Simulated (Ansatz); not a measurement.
Geometry optimisation, Ansatz, RHF/def2-SVP.

The input (input.yaml):

```yaml
crystal:
  periodic: [false, false, false]
  atoms:
    - { symbol: Ti, position_ang: [0.512489, 0.157737, -0.199217] }
    - { symbol: F, position_ang: [0.130844, -0.13671, 1.514577] }
    - { symbol: Cl, position_ang: [2.678928, 0.251687, -0.290667] }
    - { symbol: Cl, position_ang: [-0.222008, 2.068393, -0.910804] }
    - { symbol: Cl, position_ang: [-0.089993, -1.485732, -1.491728] }
    - { symbol: O, position_ang: [-2.447095, -0.146217, 0.716242] }
    - { symbol: Si, position_ang: [-3.79946, -1.028092, 0.33388] }
    - { symbol: H, position_ang: [-3.508118, -2.479148, 0.352082] }
    - { symbol: H, position_ang: [-4.888183, -0.75937, 1.300774] }
    - { symbol: H, position_ang: [-4.206854, -0.608256, -1.018354] }
    - { symbol: H, position_ang: [-1.988349, -0.267092, 1.561115] }
basis:
  gaussian: { orbitals: def2-SVP }
hamiltonian:
  xc: hf
relax:
  f_tol: 0.03
  max_steps: 50
output:
  orbitals: {}
```

Launched with:

```bash
$ ansatz run input.yaml --threads 4 --pin off --max-ram 5120MiB --backend cpu --events-out ev --progress --plain --runs-dir out
```

**Question.** Where does it end, and by what steps?

**Answer.** The run converged. After 14 steps the energy has fallen by 0.370 eV; H10 moved furthest, 0.76 Å. Joined: Ti1–O6 (3.11 → 2.24 Å).

| step | energy less start (eV) | largest force component (eV/Å) | accepted |
| --- | --- | --- | --- |
| 0 | 0.0000 | 1.510 | yes |
| 1 | -0.0742 | 1.219 | yes |
| 2 | -0.1663 | 1.420 | yes |
| 3 | -0.2546 | 0.987 | yes |
| 4 | -0.3103 | 0.805 | yes |
| 5 | -0.3391 | 0.616 | yes |
| 6 | -0.3454 | 0.731 | yes |
| 7 | -0.3574 | 0.342 | yes |
| 8 | -0.3640 | 0.096 | yes |
| 9 | -0.3662 | 0.037 | yes |
| 10 | -0.3681 | 0.061 | yes |
| 11 | -0.3690 | 0.053 | yes |
| 12 | -0.3691 | 0.093 | yes |
| 13 | -0.3696 | 0.059 | yes |
| 14 | -0.3700 | 0.028 | yes |

```xyz
11
Properties=species:S:1:pos:R:3
Ti 0.026 0.034 -0.011
F 0.320 -0.074 1.697
Cl 2.103 0.423 -0.622
Cl -0.928 1.881 -0.763
Cl -0.335 -1.788 -1.240
O -1.991 -0.452 0.842
Si -3.484 -0.922 0.166
H -3.607 -2.386 0.249
H -4.532 -0.278 0.980
H -3.489 -0.441 -1.218
H -1.911 -0.428 1.789
```

Whether the end is a true minimum wasn't checked by a vibrational analysis.

Run time: 38 s on 4 threads of Arm Neoverse V2 (shared host), peak memory 0.52 GiB.
